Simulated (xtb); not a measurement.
xtb input file for CH3ClSn, SMILES [Cl][Sn][CH3] (connectivity only; charge and spin as stated), neutral, multiplicity 1, GFN2-xTB. 

```
$ xtb mol.xyz --gfn 2 --sp --chrg 0 --uhf 0 --json
$ cat mol.xyz
6

Sn     0.11636136     0.08706100     0.55799352
Cl    -1.04456667    -1.07520139    -1.14942560
C      1.26368888     1.46807580    -0.84081847
H      2.02258390     2.07814004    -0.34750718
H      0.57366639     2.14965708    -1.34494149
H      1.76118149     0.88912151    -1.62208142
```

Output:

```
[banner left out]
          |                Calculation Setup                |
           -------------------------------------------------



           -------------------------------------------------
          |                 G F N 2 - x T B                 |
           -------------------------------------------------

        Reference                      10.1021/acs.jctc.8b01176
      * Hamiltonian:
        H0-scaling (s, p, d)           1.850000    2.230000    2.230000
        zeta-weighting                 0.500000
      * Dispersion:
        s8                             2.700000
        a1                             0.520000
        a2                             5.000000
        s9                             5.000000
      * Repulsion:
        kExp                           1.500000    1.000000
        rExp                           1.000000
      * Coulomb:
        alpha                          2.000000
        third order                    shell-resolved
        anisotropic                    true
        a3                             3.000000
        a5                             4.000000
        cn-shift                       1.200000
        cn-exp                         4.000000
        max-rad                        5.000000


          ...................................................
          :                      SETUP                      :
          :.................................................:
          :  # basis functions                  27          :
          :  # atomic orbitals                  25          :
          :  # shells                           11          :
          :  # electrons                        18          :
          :  max. iterations                   250          :
          :  Hamiltonian                  GFN2-xTB          :
          :  restarted?                      false          :
          :  GBSA solvation                  false          :
          :  PC potential                    false          :
          :  electronic temp.          300.0000000     K    :
          :  accuracy                    1.0000000          :
          :  -> integral cutoff          0.2500000E+02      :
          :  -> integral neglect         0.1000000E-07      :
          :  -> SCF convergence          0.1000000E-05 Eh   :
          :  -> wf. convergence          0.1000000E-03 e    :
          :  Broyden damping             0.4000000          :
          :  net charge                          0          :
          :  unpaired electrons                  0          :
          ...................................................

 iter      E             dE          RMSdq      gap      omega  full diag
   1    -10.2334620 -0.102335E+02  0.268E+01    1.61       0.0  T
   2    -10.2075906  0.258713E-01  0.964E+00    4.90       1.0  T
   3    -10.3437709 -0.136180E+00  0.163E+01    2.06       1.0  T
   4    -10.4357102 -0.919393E-01  0.974E-01    3.06       1.0  T
   5    -10.4353675  0.342751E-03  0.141E+00    2.94       1.0  T
   6    -10.4357029 -0.335397E-03  0.571E-01    2.98       1.0  T
   7    -10.4358165 -0.113659E-03  0.223E-01    3.04       1.0  T
   8    -10.4358625 -0.459357E-04  0.842E-02    3.01       1.0  T
   9    -10.4358715 -0.900250E-05  0.219E-02    3.02       1.9  T
  10    -10.4358716 -0.121392E-06  0.114E-02    3.02       3.6  T
  11    -10.4358718 -0.156590E-06  0.374E-03    3.02      10.9  T
  12    -10.4358718 -0.121071E-07  0.192E-03    3.02      21.3  T
  13    -10.4358718 -0.272258E-08  0.686E-04    3.02      59.6  T
  14    -10.4358718 -0.128530E-09  0.303E-04    3.02     134.7  T

   *** convergence criteria satisfied after 14 iterations ***

         #    Occupation            Energy/Eh            Energy/eV
      -------------------------------------------------------------
         1        2.0000           -1.0262208             -27.9249
       ...           ...                  ...                  ...
         3        2.0000           -0.5596200             -15.2280
         4        2.0000           -0.4567668             -12.4293
         5        2.0000           -0.4540029             -12.3540
         6        2.0000           -0.4256622             -11.5829
         7        2.0000           -0.4145568             -11.2807
         8        2.0000           -0.4143776             -11.2758
         9        2.0000           -0.3723540             -10.1323 (HOMO)
        10                         -0.2613063              -7.1105 (LUMO)
        11                         -0.1727432              -4.7006
        12                         -0.1634635              -4.4481
        13                         -0.0960022              -2.6124
        14                         -0.0842642              -2.2929
       ...                                ...                  ...
        25                          0.4821002              13.1186
      -------------------------------------------------------------
                  HL-Gap            0.1110477 Eh            3.0218 eV
             Fermi-level           -0.3168301 Eh           -8.6214 eV

 SCC (total)                   0 d,  0 h,  0 min,  0.008 sec
 SCC setup                      ...        0 min,  0.000 sec (  2.097%)
 Dispersion                     ...        0 min,  0.000 sec (  0.689%)
 classical contributions        ...        0 min,  0.000 sec (  0.848%)
 integral evaluation            ...        0 min,  0.001 sec ( 13.858%)
 iterations                     ...        0 min,  0.005 sec ( 59.009%)
 molecular gradient             ...        0 min,  0.002 sec ( 21.483%)
 printout                       ...        0 min,  0.000 sec (  1.714%)

         :::::::::::::::::::::::::::::::::::::::::::::::::::::
         ::                     SUMMARY                     ::
         :::::::::::::::::::::::::::::::::::::::::::::::::::::
         :: total energy             -10.383141157302 Eh    ::
         :: gradient norm              0.000197622231 Eh/a0 ::
         :: HOMO-LUMO gap              3.021761869780 eV    ::
         ::.................................................::
         :: SCC energy               -10.435871381299 Eh    ::
         :: -> isotropic ES            0.001782391740 Eh    ::
         :: -> anisotropic ES          0.004980787390 Eh    ::
         :: -> anisotropic XC          0.000055528544 Eh    ::
         :: -> dispersion             -0.003368478192 Eh    ::
         :: repulsion energy           0.052730223996 Eh    ::
         :: add. restraining           0.000000000000 Eh    ::
         :: total charge              -0.000000000000 e     ::
         :::::::::::::::::::::::::::::::::::::::::::::::::::::

           -------------------------------------------------
          |                Property Printout                |
           -------------------------------------------------

    * Orbital Energies and Occupations

         #    Occupation            Energy/Eh            Energy/eV
      -------------------------------------------------------------
         1        2.0000           -1.0262208             -27.9249
         2        2.0000           -0.8139531             -22.1488
         3        2.0000           -0.5596200             -15.2280
         4        2.0000           -0.4567668             -12.4293
         5        2.0000           -0.4540029             -12.3540
         6        2.0000           -0.4256622             -11.5829
         7        2.0000           -0.4145568             -11.2807
         8        2.0000           -0.4143776             -11.2758
         9        2.0000           -0.3723540             -10.1323 (HOMO)
        10                         -0.2613063              -7.1105 (LUMO)
Note: The following floating-point exceptions are signalling: IEEE_UNDERFLOW_FLAG IEEE_DENORMAL
normal termination of xtb
        11                         -0.1727432              -4.7006
        12                         -0.1634635              -4.4481
        13                         -0.0960022              -2.6124
        14                         -0.0842642              -2.2929
        15                         -0.0447621              -1.2180
        16                          0.0185978               0.5061
        17                          0.0528416               1.4379
        18                          0.0530213               1.4428
        19                          0.0559454               1.5224
        20                          0.0569464               1.5496
       ...                                ...                  ...
        25                          0.4821002              13.1186
      -------------------------------------------------------------
                  HL-Gap            0.1110477 Eh            3.0218 eV
             Fermi-level           -0.3168301 Eh           -8.6214 eV

     #   Z          covCN         q      C6AA      α(0)
     1  50 Sn       1.652     0.348   449.645    45.604
     2  17 Cl       0.804    -0.268   107.564    15.866
     3   6 C        3.620    -0.219    25.406     7.268
     4   1 H        0.924     0.037     2.483     2.464
     5   1 H        0.924     0.049     2.335     2.390
     6   1 H        0.924     0.052     2.291     2.367

 Mol. C6AA /au·bohr⁶  :       1662.477739
 Mol. C8AA /au·bohr⁸  :     118576.676946
 Mol. α(0) /au        :         75.958232


Wiberg/Mayer (AO) data.
largest (>0.10) Wiberg bond orders for each atom

 ---------------------------------------------------------------------------
     #   Z sym  total        # sym  WBO       # sym  WBO       # sym  WBO
 ---------------------------------------------------------------------------
     1  50 Sn   2.462 --     2 Cl   1.228     3 C    1.083
     2  17 Cl   1.255 --     1 Sn   1.228
     3   6 C    3.937 --     1 Sn   1.083     4 H    0.954     6 H    0.941
                             5 H    0.940
     4   1 H    0.999 --     3 C    0.954
     5   1 H    0.998 --     3 C    0.940
     6   1 H    0.997 --     3 C    0.941
 ---------------------------------------------------------------------------

Topologies differ in total number of bonds
Writing topology from bond orders to xtbtopo.mol

molecular dipole:
                 x           y           z       tot (Debye)
 q only:        0.453       0.427       0.988
   full:        0.604       0.561       1.544       4.449
molecular quadrupole (traceless):
                xx          xy          yy          xz          yz          zz
 q only:       -0.163      -2.163      -0.402      -1.499      -1.540       0.564
  q+dip:       -1.149      -1.752      -1.156      -2.067      -2.422       2.305
   full:        0.326      -5.274      -0.475      -1.975      -1.822       0.150


           -------------------------------------------------
          | TOTAL ENERGY              -10.383141157302 Eh   |
          | GRADIENT NORM               0.000197622231 Eh/α |
          | HOMO-LUMO GAP               3.021761869780 eV   |
           -------------------------------------------------

------------------------------------------------------------------------
------------------------------------------------------------------------
 total:
 SCF:
```

The run converged.

Cost: very roughly 0.08 core-seconds.
